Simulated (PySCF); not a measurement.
Ionisation energy along the 8-electron series

Calculated with PySCF 2.14 and a two-component X2C-1e Hamiltonian (Gaussian nucleus, no Breit or QED terms), each ion in its own even-tempered basis scaled to its charge; GMP2 freezes nothing and drops the highest virtual spinors. Values in eV. NIST values: (m) measured, (s) semi-empirical, (t) theoretical.

```
  ion  configuration  GHF (spin-free)  GMP2 (spin-free)  GHF (screened spin-orbit)  GMP2 (screened spin-orbit)           NIST
Rh³⁷⁺   [He] 2s2 2p4           5427.3            5429.0                     5407.1                      5406.8  5406 ± 11 (s)
Pd³⁸⁺   [He] 2s2 2p4           5708.3            5709.9                     5683.8                      5683.5  5683 ± 11 (s)
Ag³⁹⁺   [He] 2s2 2p4           5996.6            5998.2                     5967.6                      5967.2  5966 ± 12 (s)
```

Between Z = 45 and Z = 47 the GMP2 (screened spin-orbit) value grows as Z to the power 2.27.
